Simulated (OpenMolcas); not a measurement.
An OpenMolcas run meant for Cs (ANO-RCC-VDZ, DKH2; inactive shells 1s 2s 2p 3s 3p 3d 4s 4p 4d 5s 5p; intended active space 1 electron in 8 orbitals (6s 6p 7s 7p)). One step of its input:

```
&CASPT2
Multistate=1 1
Frozen=14 9
IPEA=0.25
Imaginary=5.0
MaxIter=60
WThr=0.0 0.3 0.05
PrWF=0.5
NoMix
```

The run finished. Its levels beside those of a sound run (SS-CASPT2, IPEA 0.25 Eh, imaginary shift 0.1 Eh (closed shells correlated: 5s 5p)), in cm⁻¹ above each run's lowest level:

| Level | This run | Usual run |
| --- | --- | --- |
| 6s ²S_1/2 | 0.0 | 0.0 |
| 6p ²P°_1/2 | 9337 | 9557 |
| 6p ²P°_3/2 | 9647 | 9866 |

Q: Which setting is unsound, and how much does it matter here?

A: The level shift is far above the usual 0.1 to 0.3 hartree and damps the second-order energy. Against the sound run the excited levels shown move by 220 cm-1 on average and by 220 cm-1 at most.

With one active electron outside closed inactive shells, the extra shells (7p 7s) add no correlation to the reference. ANO sets are built for ground and valence states and can reach diffuse excited orbitals poorly. With one active electron, CASPT2 adds the correlation within the correlated inactive shells and between them and that electron, and leaves the splitting within a term as the reference gives it. Levels of configurations outside the active space are missing.

° marks odd parity.
